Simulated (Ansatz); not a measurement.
One geometry of C₂H₉GaSi, SMILES `C[SiH2][CH2][GaH2]`, several functionals.

```yaml
crystal:
  periodic: [false, false, false]
  atoms:
    - {symbol: C, position_ang: [-1.318610, 1.515514, -1.040862]}
    - {symbol: Si, position_ang: [-0.731605, 0.250255, 0.206734]}
    - {symbol: C, position_ang: [0.967627, -0.421774, -0.185521]}
    - {symbol: Ga, position_ang: [1.587734, -1.728304, 1.144503]}
    - {symbol: H, position_ang: [-1.366432, 1.079115, -2.041503]}
    - {symbol: H, position_ang: [-2.314161, 1.884697, -0.782848]}
    - {symbol: H, position_ang: [-0.637701, 2.369431, -1.075468]}
    - {symbol: H, position_ang: [-1.705625, -0.879499, 0.260650]}
    - {symbol: H, position_ang: [-0.714685, 0.868950, 1.565268]}
    - {symbol: H, position_ang: [1.669437, 0.417343, -0.224199]}
    - {symbol: H, position_ang: [0.930573, -0.895380, -1.171681]}
    - {symbol: H, position_ang: [1.256017, -3.253389, 0.959473]}
    - {symbol: H, position_ang: [2.397931, -1.241660, 2.400354]}
basis:
  gaussian: {orbitals: def2-TZVPP}
hamiltonian: {xc: {name: B2PLYP}}
```

```sh
$ ansatz run in.yaml --threads 4 --pin off --events-out ev --progress --plain --max-ram 10444MiB
```

Output, abridged:

```
Functional definition: B2PLYP
  name "B2PLYP"
  cite "Grimme, J. Chem. Phys. 124, 034108 (2006) doi:10.1063/1.2148954"
  cite "Becke, Phys. Rev. A 38, 3098 (1988) doi:10.1103/PhysRevA.38.3098"
  cite "Lee, Yang & Parr, Phys. Rev. B 37, 785 (1988) doi:10.1103/PhysRevB.37.785"
  parameter a = 0.53
  parameter c = 0.27
  exchange = (1 - a)*b88_x + a*exact_x
  correlation = (1 - c)*lyp_c + c*(mp2_os + mp2_ss)
1604 factors; integrals over basis functions are off by at most 1.1e-3 eV
mean field evaluation 1: about -62448.6495 eV, gradient 5.7e1 eV
mean field evaluation 2: about -62448.7352 eV, gradient 5.7e1 eV
mean field evaluation 4: about -62455.5844 eV, gradient 5.2e0 eV
mean field evaluation 8: about -62455.6346 eV, gradient 4.4e-1 eV
mean field evaluation 16: about -62455.6349 eV, gradient 1.3e-4 eV
mean field -62455.63492419 eV, -2295.2022495141 hartree, gradient 7.8e-6 eV, S^2 0.000000; 0 other end points of the search recorded, 0 dependent functions left out
16 core orbitals not correlated: weight in the atoms' cores, before any rotation towards them, 1.000 or more for the frozen orbitals, at most 0.000 for the correlated occupied ones
reference -62455.63513220 eV, -2295.2022571584 hartree; 17, 17 occupied and 245, 245 virtual orbitals, 1604 factors
second order -23.98792297 eV of doubles, -0.00000000 eV of singles
Total energy: -62462.11187140 eV, -2295.4402729340 hartree
```

It took 10 s on 4 threads of an Arm Neoverse V1 on a shared host, with 0.78 GiB of host memory at the peak.

With the line `hamiltonian: {xc: {name: wB97X-V}}` (abridged; 13 s):

```
Functional definition: wB97X-V
mean field evaluation 16: about -62471.0342 eV, gradient 1.2e-4 eV
mean field -62471.03421407 eV, -2295.7681629794 hartree, gradient 3.4e-5 eV, S^2 0.000000
Total energy: -62471.03421149 eV, -2295.7681628846 hartree
```

With the line `hamiltonian: {xc: {name: wB97M-V}}` and forces (abridged; 20 s):

```
Functional definition: wB97M-V
mean field evaluation 16: about -62472.4844 eV, gradient 4.2e-5 eV
mean field -62472.48437979 eV, -2295.8214555866 hartree, gradient 4.2e-5 eV, S^2 0.000000
Total energy: -62472.48444228 eV, -2295.8214578830 hartree
Atom 0 force    -0.011272     0.013387    -0.010256 eV/Å
Atom 1 force    -0.076294    -0.025140     0.091091 eV/Å
Atom 2 force     0.013673     0.011576    -0.026840 eV/Å
Atom 3 force     0.032194    -0.073700     0.077951 eV/Å
Atom 4 force     0.002863     0.033022     0.067568 eV/Å
Atom 5 force     0.074500    -0.022956    -0.025401 eV/Å
Atom 6 force    -0.048123    -0.057745    -0.000751 eV/Å
Atom 7 force     0.098683     0.108752    -0.003972 eV/Å
Atom 8 force     0.001626    -0.063217    -0.132525 eV/Å
Atom 9 force    -0.052490    -0.053640    -0.007786 eV/Å
Atom 10 force     0.002750     0.043498     0.062741 eV/Å
Atom 11 force     0.030625     0.130594     0.016848 eV/Å
Atom 12 force    -0.068736    -0.044431    -0.108670 eV/Å
Dipole moment:     0.063535     0.143417    -0.245380 e Å
```

With the line `hamiltonian: {xc: r2scan, dispersion: d4}` and forces (abridged; 8 s):

```
Functional definition: r2SCAN
mean field evaluation 16: about -62475.1800 eV, gradient 4.9e-4 eV
mean field -62475.18001798 eV, -2295.9205184628 hartree, gradient 3.1e-5 eV, S^2 0.000000
Total energy: -62475.24878174 eV, -2295.9230454843 hartree
Atom 0 force    -0.000456    -0.001924     0.002425 eV/Å
Atom 1 force    -0.029168    -0.019042     0.047956 eV/Å
Atom 2 force     0.039351    -0.039098     0.022968 eV/Å
Atom 3 force     0.023765    -0.051144     0.053043 eV/Å
Atom 4 force    -0.002654     0.020058     0.013837 eV/Å
Atom 5 force     0.020500     0.001346    -0.017056 eV/Å
Atom 6 force    -0.019887    -0.010808    -0.009688 eV/Å
Atom 7 force     0.014856     0.017994    -0.000472 eV/Å
Atom 8 force    -0.000520    -0.009446    -0.021465 eV/Å
Atom 9 force    -0.002269    -0.002940    -0.006618 eV/Å
Atom 10 force     0.004165     0.007423     0.001202 eV/Å
Atom 11 force     0.020468     0.121769     0.012909 eV/Å
Atom 12 force    -0.068151    -0.034188    -0.099040 eV/Å
Dipole moment:     0.052714     0.162419    -0.262935 e Å
```

The same input with `hamiltonian: {xc: {name: B97M-V}}` (abridged; 14 s):

```
Functional definition: B97M-V
mean field evaluation 16: about -62465.7995 eV, gradient 1.5e-3 eV
mean field -62465.79952887 eV, -2295.5757918464 hartree, gradient 2.9e-5 eV, S^2 0.000000
Total energy: -62465.79960590 eV, -2295.5757946772 hartree
```

The same input with `hamiltonian: {xc: {name: r2SCANh}, dispersion: d4}` (abridged; 11 s):

```
Functional definition: r2SCANh
mean field evaluation 16: about -62474.7928 eV, gradient 9.4e-6 eV
mean field -62474.79283532 eV, -2295.9062897625 hartree, gradient 9.9e-6 eV, S^2 0.000000
Total energy: -62474.86655188 eV, -2295.9089987963 hartree
```
